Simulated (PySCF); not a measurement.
**Electronic structure of In²⁺ (indium, charge +2) at the UHF level**

Configuration: [Kr] 4d10 5d1, 2D determinant (an excited configuration). Calculation: PySCF 2.14, in aug-cc-pwCVDZ-PP with ECP28MDF (6s5p4d1f, 48 functions); a scalar-relativistic core potential.

```
Total energy                                                  : -187.841823 hartree
One-electron energy                                           : -317.9827 hartree
Hartree (Coulomb) energy                                      : 145.5231 hartree
Exchange energy                                               : -15.3822 hartree
⟨S²⟩                                                          : 0.7500
⟨L²⟩                                                          : 6.001
Sum of ⟨r⟩                                                    : 23.37 bohr
Sum of ⟨r²⟩                                                   : 45.58 bohr²
Traceless quadrupole moment −½Σ⟨3z² − r²⟩ along its main axis : 6.42 e·bohr²
```

```tsv
shell	electrons	mean orbital energy (eV)	spread (eV)	rms radius, mean of both spins (bohr)
4s α	1	-168.32	0	0.913
4s β	1	-168.23	0	0.913
4p α	3	-120.99	0.042	0.993
4p β	3	-120.90	0.149	0.993
4d α	5	-49.657	0.232	1.24
4d β	5	-49.573	0.199	1.24
5d α	1	-11.732	0	4.75
```

Energies and moments cover only the electrons outside the core potential. The outer electron is Rydberg-like, and this basis confines it to a smaller radius and binds it less than a complete one would.
